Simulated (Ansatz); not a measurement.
```yaml
crystal:
  periodic: [true, true, true]
  atoms:
    - {symbol: B, position_ang: [-1.235020, 0.276415, -0.686153]}
    - {symbol: S, position_ang: [-0.252551, 1.528732, 0.086798]}
    - {symbol: C, position_ang: [1.030311, 0.278036, 0.389403]}
    - {symbol: As, position_ang: [0.183098, -1.187036, -0.690596]}
    - {symbol: H, position_ang: [-2.345093, 0.395222, -1.094865]}
    - {symbol: H, position_ang: [1.100275, 0.042665, 1.449673]}
    - {symbol: H, position_ang: [2.004114, 0.590811, 0.014479]}
    - {symbol: H, position_ang: [-0.393034, -1.981945, 0.475462]}
basis:
  gaussian: {orbitals: def2-SVP}
magnetization: {spin_polarized: true, initial_magnetization: 2}
hamiltonian: {xc: {name: B2GP-PLYP}}
output: {forces: true}
```

```sh
$ ansatz run in.yaml --threads 2 --pin off --events-out ev --progress --plain --max-ram 4352MiB
```

It prints (some lines left out):

```
Error: YAML parse error: error: line 2 column 3: crystal: missing field `lattice` (a structure is typed as `lattice` and `atoms`, a molecule's as `atoms` in Å alone, or read from a run's directory, `checkpoint`)
 --> <input>:2:3
1 | crystal:
2 |   periodic: [true, true, true]
3 |   atoms:
4 |     - {symbol: B, position_ang: [-1.235020, 0.276415, -0.686153]}
```

In this input the molecule is marked periodic without a cell. The input was rejected before any iteration.
